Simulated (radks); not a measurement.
Problem. These are the eigenvalues of the occupied orbitals of an atom or ion with whole-number occupations (Ry). All-electron calculation, non-relativistic Kohn-Sham, BLYP, spin-polarised, spherical densities, point nucleus. Program: a radial shooting solver on a logarithmic mesh with Libxc functionals.

1s: -115.4875
2s: -22.71375

Which element is it, and in what charge state? The configuration may be excited. Open shells, if any, are filled with parallel spins first.

Solution. Z = 12, magnesium, charge +8: Mg8+ in [He] 2s2. The 1s level, -57.744 hartree, gives Z - s = 10.7 by -(Z - s)^2/2, which with screening narrows Z to a few neighbours, and with so few levels the electron count can be read from the list.
